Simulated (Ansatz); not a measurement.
`C=C[Si](N)(O)F` + H–F → `C=CF` + `N[SiH](O)F`  (substitution at a C–Si bond)

Calculated with Ansatz (gas phase, PBE0-D4/def2-TZVP geometries, no zero-point term in ΔE). CCSD(T)/CBS is the MP2 limit (def2-TZVPP, def2-QZVPP) plus CCSD(T) − MP2 in def2-TZVPP, frozen cores. This one scheme is used for every species. DFT in def2-TZVPP. HSE06 is defined as in plane-wave codes. Each species was taken in one conformer, which may not be the lowest.

`C=C[Si](N)(O)F`:

```xyz
12

C     0.708   -0.491   -1.722
C    -0.378   -0.714   -0.986
Si   -0.647    0.033    0.682
N     0.334    1.411    0.844
O    -0.368   -0.977    1.938
F    -2.210    0.328    0.811
H     0.851   -0.948   -2.698
H     1.503    0.163   -1.376
H    -1.140   -1.383   -1.384
H     0.489    1.810    1.757
H     0.346    2.120    0.129
H     0.512   -1.350    2.004
```

H–F:

Cartesian coordinates in Å:
```
F -0.273 -0.337 0.153
H 0.273 0.337 -0.153
```

`C=CF`:

```xyz
6

C     0.211    0.046    0.667
C    -0.131    0.002   -0.603
F    -1.187   -0.693   -1.036
H    -0.352   -0.485    1.424
H     1.075    0.624    0.962
H     0.383    0.506   -1.414
```

`N[SiH](O)F`:

```xyz
8

N    -0.975    0.420    0.530
Si    0.467    0.155   -0.330
O     1.093   -1.304    0.032
F     0.040    0.275   -1.863
H    -1.684    1.033    0.163
H    -1.006    0.369    1.534
H     1.581    1.097   -0.122
H     0.485   -2.045    0.056
```

```tsv
level	ΔE (kcal/mol)
r2SCAN-D4	16.1
CAM-B3LYP-D4	15.4
BLYP	11.8
HSE06	15.8
RPA@PBE/def2-TZVPP	17.5
HF/def2-SVP	12.1
MP2/def2-TZVPP	21.1
MP2/def2-QZVPP	21.7
```

Question: What does CCSD(T)/CBS give? (Estimate.)

Answer: The calculation gave: +20.1 kcal/mol. The listed levels differ from it by -4.0, -4.7, -8.3, -4.3, -2.6, -8.0, 1.0, 1.6 kcal/mol.

Largest T1 diagnostic among the species: 0.012.

From PBE to PBE0 (25 % exact exchange), in def2-TZVPP and without D4, ΔE moves by +1.7 kcal/mol. In def2-TZVPP, CCSD(T) changes the Hartree–Fock value by +5.3 kcal/mol (the triples alone add +0.5 kcal/mol) and MP2 by +7.4 kcal/mol.
